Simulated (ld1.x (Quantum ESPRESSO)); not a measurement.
# Transferability test, TM semilocal potential for V

* Element: vanadium
* Generator: ld1.x (Quantum ESPRESSO) 7.5
* Type: norm-conserving Troullier–Martins (semilocal form)
* Functional: PBE
* Relativity: scalar-relativistic
* Frozen core: [Ne]
* Valence charge: 13
* Reference configuration: 3s2 3p6 3d3 4s1 4p1
* Partial waves: 3p (bound): rc 1.40 bohr; 3d (bound): rc 2.05 bohr; 3s (bound): rc 0.85 bohr
* Local potential: the s channel
* Core correction: none

Occupied shells without a wave of their own: 4p, 4s. They enter only through the test configuration that unscreens the potential.

Energies are relative to the spin-unpolarised reference configuration 3s2 3p6 3d3 4s1 4p1; without spin polarisation the order of configurations can differ from experiment.

(1) Give the all-electron excitation energy and the error of the potential for: 3s2 3p6 3d3 4s2 4p0; 3s2 3p6 3d3 4s1 4p0; 3s2 3p6 3d3 4s0 4p0; 3s2 3p5 3d3 4s2 4p0; 3s2 3p6 3d3 4s0 4p2; 3s2 3p6 3d4 4s0 4p0; 3s2 3p6 3d4 4s1 4p0.

Levels in the configuration 3s2 3p6 3d3 4s0 4p2:

| level | all-electron (eV) | pseudo (eV) |
| --- | --- | --- |
| 3s | -72.942 | -72.958 |
| 3p | -46.748 | -46.759 |
| 3d | -7.688 | -7.701 |
| 4p | -2.642 | -2.660 |

Answers

(1)

| valence configuration | charge | ΔE all-electron (eV) | error AE − PS (meV) |
| --- | --- | --- | --- |
| 3s2 3p6 3d3 4s2 4p0 | 0 | -3.347 | +18 |
| 3s2 3p6 3d3 4s1 4p0 | +1 | 4.387 | -29 |
| 3s2 3p6 3d3 4s0 4p0 | +2 | 18.683 | -104 |
| 3s2 3p5 3d3 4s2 4p0 | +1 | 47.600 | -176 |
| 3s2 3p6 3d3 4s0 4p2 | 0 | 3.507 | -18 |
| 3s2 3p6 3d4 4s0 4p0 | +1 | 3.849 | -33 |
| 3s2 3p6 3d4 4s1 4p0 | 0 | -2.761 | -13 |
